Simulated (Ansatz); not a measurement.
A run for Ansatz (a quantum-chemistry and plane-wave program): U-CCSD(T)/def2-TZVPP on Sb2, a point of a bond scan (R = 3.359 Å). Elements past Kr take the def2 small-core potentials; no spin–orbit coupling. The run froze 18 orbitals, filled d shells among them.

Ansatz 0.2 input:
```yaml
crystal:
  periodic: [false, false, false]
  atoms:
    - {symbol: Sb, position_ang: [-0.00000000, -0.00000000, -1.24399440]}
    - {symbol: Sb, position_ang: [0.00000000, 0.00000000, 2.11479048]}
basis:
  gaussian:
    orbitals: def2-TZVPP
correlation: {method: ccsd_t, electrons: outside_noble_gas}
scf: {omitted_lower_state_checks: [cluster_reference]}
magnetization: {spin_polarized: true, initial_magnetization: 0}
```

Program output:

```
WARN ansatz: RAYON_NUM_THREADS=1 ignored (pool sized by the plan → 1); use --threads N
Functional definition: HF
these checks for a lower state are left out or cut short: cluster_reference
integrals: 0.20 GiB planned
934 factors; integrals over basis functions are off by at most 3.7e-4 eV
mean field: 0.36 GiB planned
mean field evaluation 1: about -13017.7206 eV, gradient 3.0e0 eV
mean field evaluation 2: about -13017.7185 eV, gradient 2.9e0 eV
mean field evaluation 4: about -13017.8464 eV, gradient 5.3e-1 eV
mean field evaluation 8: about -13017.8505 eV, gradient 4.4e-3 eV
mean field evaluation 16: about -13017.8505 eV, gradient 1.5e-5 eV
mean field evaluation 32: about -13022.2791 eV, gradient 7.8e-3 eV
mean field evaluation 64: about -13022.2737 eV, gradient 1.1e-1 eV
mean field evaluation 96: about -13019.2210 eV, gradient 1.7e-6 eV
mean field evaluation 128: about -13020.7802 eV, gradient 1.9e-1 eV
mean field evaluation 160: about -13020.0243 eV, gradient 2.1e0 eV
mean field evaluation 192: about -13021.0935 eV, gradient 2.1e-1 eV
mean field evaluation 224: about -13018.0588 eV, gradient 3.5e-1 eV
mean field evaluation 256: about -13017.8505 eV, gradient 6.1e-4 eV
mean field -13022.27905143 eV, -478.5599283221 hartree, gradient 2.7e-6 eV, S^2 2.540894; 16 other end points of the search recorded, 0 dependent functions left out
18 core orbitals not correlated
reference -13022.27905143 eV, -478.5599283221 hartree; 5, 5 occupied and 77, 77 virtual orbitals, 934 factors
second order -3.67554047 eV of doubles, -0.00000000 eV of singles
coupled cluster: 0.41 GiB planned
cycle   1  -4.20820441 eV  change   -5.3e-1 eV  update   7.1e-2
cycle   2  -4.39296284 eV  change   -1.8e-1 eV  update   3.5e-2
cycle   3  -4.43445163 eV  change   -4.1e-2 eV  update   2.5e-2
cycle   4  -4.46987112 eV  change   -3.5e-2 eV  update   1.7e-2
cycle   5  -4.48172321 eV  change   -1.2e-2 eV  update   7.3e-3
cycle   6  -4.48672832 eV  change   -5.0e-3 eV  update   3.4e-3
cycle   7  -4.48731283 eV  change   -5.8e-4 eV  update   2.2e-3
cycle   8  -4.48830375 eV  change   -9.9e-4 eV  update   1.5e-3
cycle   9  -4.48866865 eV  change   -3.6e-4 eV  update   7.5e-4
cycle  10  -4.48885194 eV  change   -1.8e-4 eV  update   3.6e-4
cycle  11  -4.48882820 eV  change    2.4e-5 eV  update   2.0e-4
cycle  12  -4.48877776 eV  change    5.0e-5 eV  update   7.8e-5
cycle  13  -4.48878862 eV  change   -1.1e-5 eV  update   2.6e-5
cycle  14  -4.48879787 eV  change   -9.2e-6 eV  update   1.1e-5
cycle  15  -4.48880183 eV  change   -4.0e-6 eV  update   6.3e-6
coupled cluster: 0.41 GiB planned
perturbative correction -0.23052818 eV, -0.0084717543 hartree
WARN: the results are in doubt because among natural orbitals full CI differs from the method by -0.114 eV
Total energy: -13026.99838143 eV, -478.7333605010 hartree
In doubt: among natural orbitals full CI differs from the method by -0.114 eV
Checks for a lower state left out: cluster_reference
```

Self-consistency was reached. Its determinant has ⟨S²⟩ = 2.54, a mixture of spin states.

Warnings raised: large difference.

Cost: very roughly 30 core-seconds.
